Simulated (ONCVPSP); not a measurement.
# How hard is this Mn ONCV potential?

Mn, optimised norm-conserving Vanderbilt (ONCV), made with ONCVPSP 4.0.1 (PBE, fully relativistic). Core [Ne], reference 3s2 3p6 3d5 4s2. Waves: 3s+4s: rc 1.50 bohr, ncon 4, nbas 7, qcut 6.5 1/bohr, 2 projectors; 3p: rc 0.85 bohr, ncon 4, nbas 9, qcut 9.9 1/bohr, 2 projectors, debl 2.1 Ha; 3d: rc 1.65 bohr, ncon 3, nbas 8, qcut 8.6 1/bohr, 2 projectors, debl 3.6 Ha. Local part: polynomial inside 0.85 bohr (lpopt 1, dvloc0 0 Ha). Core correction: Teter function, fcfact 3.5, rcfact 1.45.

Open shells are filled in proportion to 2j + 1.

Q: For each optimised wave give the share of its norm inside rc, the residual kinetic energy above qcut (Ha) and the cutoffs (Ha) for errors of 10, 1, 0.1 and 0.01 mHa per electron.

A:

```tsv
wave	norm inside rc	residual KE	10 mHa	1 mHa	0.1 mHa	0.01 mHa
3s	0.962	6.9e-05	8.1	10.8	19.7	52.5
4s	0.051	9.5e-05	6.1	9.3	20.8	62.0
3p j=3/2	0.491	8.0e-04	21.4	46.2	247.2	378.5
p projector 2 j=3/2	0.034	8.5e-05	15.9	22.6	46.9	262.0
3p j=1/2	0.501	7.8e-04	21.9	45.7	249.5	378.8
p projector 2 j=1/2	0.034	8.1e-05	16.3	23.1	46.3	232.1
3d j=5/2	0.788	1.7e-05	25.7	30.4	34.1	50.7
d projector 2 j=5/2	0.124	2.3e-04	28.6	33.9	49.6	146.0
3d j=3/2	0.791	1.7e-05	25.8	30.5	34.1	51.2
d projector 2 j=3/2	0.124	2.4e-04	28.6	33.9	49.8	146.3
```

The occupied waves need 46 Ha and 249 Ha for 1 and 0.1 mHa.
